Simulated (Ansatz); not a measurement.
Ansatz (a first-principles code) input (RI-MP2/cc-pV(T+d)Z):
A basis named .json is the Basis Set Exchange file of that set.

Ansatz 0.2 input:
```yaml
crystal:
  periodic: [false, false, false]
  atoms:
    - {symbol: S, position_ang: [-0.04999147, -0.01908382, -0.41466625]}
    - {symbol: C, position_ang: [-0.07168400, -0.01278042, 1.22690343]}
    - {symbol: H, position_ang: [1.22996749, 0.38202373, -0.72676059]}
basis:
  gaussian:
    orbitals: cc-pV_T+d_Z.json
    fitting: {mean_field: def2-universal-jkfit, correlation: cc-pVTZ-RIFIT.json}
magnetization: {spin_polarized: true, initial_magnetization: 1}
correlation: {method: mp2, electrons: outside_noble_gas}
```

End of the output:

```
integrals: 0.01 GiB planned
221 factors; integrals over basis functions are off by at most 1.3e0 eV
233 factors; integrals over basis functions are off by at most 7.6e-1 eV
mean field: 0.11 GiB planned
mean field evaluation 1: about -11859.7730 eV, gradient 9.7e0 eV
mean field evaluation 2: about -11860.6629 eV, gradient 4.6e0 eV
mean field evaluation 4: about -11860.9420 eV, gradient 7.4e-1 eV
mean field evaluation 8: about -11860.9569 eV, gradient 3.6e-6 eV
mean field evaluation 16: about -11860.9100 eV, gradient 5.5e-1 eV
mean field -11860.95690509 eV, -435.8821266168 hartree, gradient 3.6e-6 eV, S^2 0.772245; 4 other end points of the search recorded, 0 dependent functions left out
6 core orbitals not correlated
reference -11860.95690509 eV, -435.8821266168 hartree; 6, 5 occupied and 71, 72 virtual orbitals, 233 factors
second order -7.73810732 eV of doubles, -0.00000000 eV of singles
Total energy: -11868.69501241 eV, -436.1664968156 hartree
```

It need not be the lowest isomer of its formula.
